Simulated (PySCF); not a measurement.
**Pb: interval between two levels**

Pb [Xe] 4f14 5d10 6s2 6p2 [3P2, M_J = 2] → Pb [Xe] 4f14 5d10 6s1 6p2 7s1 [5P3, M_J = 3], as a difference of total energies. Calculation: PySCF 2.14, in x2c-SVPall-2c with one added diffuse shell each of s, p type (8s12p7d2f, 93 functions); the two-component X2C-1e Hamiltonian. Correlated levels: [Kr] 4d10 4f14 frozen; the 22 highest virtual spinors dropped. "Screened" scales the spin-orbit matrix elements by Boettger's factors to mimic the two-electron term; Breit and QED terms are absent.

| method | interval between two levels (cm⁻¹) |
| --- | --- |
| GHF (spin-free) | 78401 |
| GMP2 (spin-free) | 91028 |
| GHF (screened spin-orbit) | 81805 |
| GMP2 (screened spin-orbit) | 93202 |

The labels give the starting determinants; with spin-orbit coupling the two ends relaxed to ⟨J²⟩ = 6.01, ⟨L²⟩ = 3.69, ⟨S²⟩ = 1.49 and ⟨J²⟩ = 12.01, ⟨L²⟩ = 2.57, ⟨S²⟩ = 5.83.

The promoted electron is Rydberg-like, and one or two diffuse shells describe it only roughly, which tends to raise the upper state.
